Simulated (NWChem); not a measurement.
C2H6Cl2GaN; SMILES [Ga]([Cl])([Cl])[N](C)C

```xyz
12

Ga     0.0450    -0.2426     0.0000
Cl     0.0869    -1.3203    -1.8451
Cl     0.0869    -1.3203     1.8451
N     -0.0243     1.5574     0.0000
C     -0.0544     2.3320    -1.2161
C     -0.0544     2.3320     1.2161
H      0.8112     3.0194    -1.2818
H     -0.9704     2.9504    -1.2818
H     -0.0289     1.6759    -2.0987
H     -0.9704     2.9504     1.2818
H      0.8112     3.0194     1.2818
H     -0.0289     1.6759     2.0987
```
Atoms are numbered in this order, from 1.

Program: NWChem. Structure relaxed at the PBE0/def2-SVP level. Vzz is the largest principal value of the second derivative of the potential at the nucleus (NWChem prints the opposite sign); η is the asymmetry. Non-relativistic.

```csv
level,Vzz Ga1 (a.u.),η Ga1,Vzz Cl3 (a.u.),η Cl3,Vzz N4 (a.u.),η N4
PBE/cc-pVTZ,1.515,0.77,1.939,0.17,-0.929,0.27
PBE/def2-SVP,0.958,0.69,1.967,0.13,-0.911,0.28
PBE0/cc-pVTZ,[?],0.71,[?],0.18,[?],0.27
PBE0/def2-SVP,1.217,0.61,1.941,0.13,-0.944,0.28
```

Problem. Complete the blanks.

Solution. 
- PBE0/cc-pVTZ, Vzz Ga1 (a.u.): 1.758
- PBE0/cc-pVTZ, Vzz Cl3 (a.u.): 1.918
- PBE0/cc-pVTZ, Vzz N4 (a.u.): -0.956
